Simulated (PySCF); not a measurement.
# How methods differ on the ionisation energy of O⁺

O⁺ [He] 2s2 2p3 (4S) → O²⁺ [He] 2s2 2p2 (3P), as a difference of total energies. Computed with PySCF 2.14 in aug-cc-pwCVQZ (9s8p6d4f2g, 109 functions), with no relativity, point nucleus. Correlated levels: valence: 1s2 frozen; valence and next inner shell: nothing frozen. The calculations carry no spin-orbit coupling.

Problem. Order these methods by the ionisation energy they give, lowest first.
A. LDA
B. PBE
C. TPSS
D. UHF

Solution. D (34.573 eV), C (35.250 eV), B (35.276 eV), A (35.588 eV).

A first-order spin-orbit estimate (lowest level to lowest level, LS coupling) adds -0.027 eV.

Errors of the correlated levels include the incompleteness of this basis and the frozen core.

For comparison: 35.121 eV (measured; NIST Atomic Spectra Database, ionization energies).
